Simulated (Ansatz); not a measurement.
A run on F₂H₂MoO₂S (`[OH][Mo]([OH])([F])([F])=[S]`) with other settings.

```yaml
crystal:
  periodic: [false, false, false]
  atoms:
    - {symbol: O, position_ang: [-0.194164, -1.210900, 0.659725]}
    - {symbol: Mo, position_ang: [-0.246729, 0.016896, 0.108236]}
    - {symbol: O, position_ang: [1.588040, -0.008131, -0.568736]}
    - {symbol: F, position_ang: [-1.716553, 0.356234, -0.127922]}
    - {symbol: F, position_ang: [-0.370033, 1.518699, -1.730910]}
    - {symbol: S, position_ang: [-0.007426, 1.783769, 1.395670]}
    - {symbol: H, position_ang: [-1.078030, -1.739297, 1.072713]}
    - {symbol: H, position_ang: [1.924191, -0.855052, -0.971596]}
basis:
  gaussian: {orbitals: def2-SVPD}
hamiltonian: {xc: {name: B97M-V}}
output: {forces: true}
```

```sh
$ ansatz run in.yaml --threads 4 --pin off --events-out ev --progress --plain --max-ram 11315MiB
```

Output, abridged:

```
Functional definition: B97M-V
1444 factors; their error is unknown
mean field evaluation 1: about -22208.2502 eV, gradient 9.4e1 eV
mean field evaluation 2: about -21712.5892 eV, gradient 3.4e2 eV
mean field evaluation 4: about -22223.4998 eV, gradient 2.8e1 eV
mean field evaluation 8: about -22225.2682 eV, gradient 2.5e0 eV
mean field evaluation 16: about -22225.2331 eV, gradient 5.9e-2 eV
mean field -22225.23312921 eV, -816.7622526945 hartree, gradient 2.3e-5 eV, S^2 0.000000; 2 other end points of the search recorded, 0 dependent functions left out
reference -22225.23321366 eV, -816.7622557978 hartree; 33, 33 occupied and 136, 136 virtual orbitals, 1444 factors
Total energy: -22225.23321366 eV, -816.7622557978 hartree
Atom 0 at    -0.194164    -1.210900     0.659725 Å, force    -1.899719   -51.470766    23.729789 eV/Å
Atom 1 at    -0.246729     0.016896     0.108236 Å, force    21.900403    51.980170   -20.878323 eV/Å
Atom 2 at     1.588040    -0.008131    -0.568736 Å, force    -0.080976    -2.082693    -0.609872 eV/Å
Atom 3 at    -1.716553     0.356234    -0.127922 Å, force   -22.490788     3.086827    -4.305688 eV/Å
Atom 4 at    -0.370033     1.518699    -1.730910 Å, force     0.020026    -1.937163     1.179446 eV/Å
Atom 5 at    -0.007426     1.783769     1.395670 Å, force     0.520411    -1.293340     0.827606 eV/Å
Atom 6 at    -1.078030    -1.739297     1.072713 Å, force     2.450034     0.292382    -0.377761 eV/Å
Atom 7 at     1.924191    -0.855052    -0.971596 Å, force    -0.419391     1.424583     0.434803 eV/Å
Dipole moment:    -0.493626    -2.029488     0.859752 e Å
```

It took 14 s on 4 threads of an Arm Neoverse V1 on a shared host, with 0.37 GiB of host memory at the peak.
